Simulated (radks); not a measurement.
The helium ion He+, configuration 1s1. Calculated with a radial shooting solver on a logarithmic mesh with Libxc functionals: scalar-relativistic Kohn-Sham, LDA (Slater exchange, VWN5 correlation), spin-polarised, spherical densities, point nucleus; open shells are filled with parallel spins first.

Unscreened Slater integrals over Kohn-Sham orbitals (hartree). They are taken over the spin-up orbitals. Empty in this configuration: 2s.

\begin{tabular}{lr}
integral & value \\ \hline
F0(1s,1s) & 1.2190 \\
F0(1s,2s) & 0.34510 \\
G0(1s,2s) & 0.029723 \\
F0(2s,2s) & 0.24473 \\
\end{tabular}
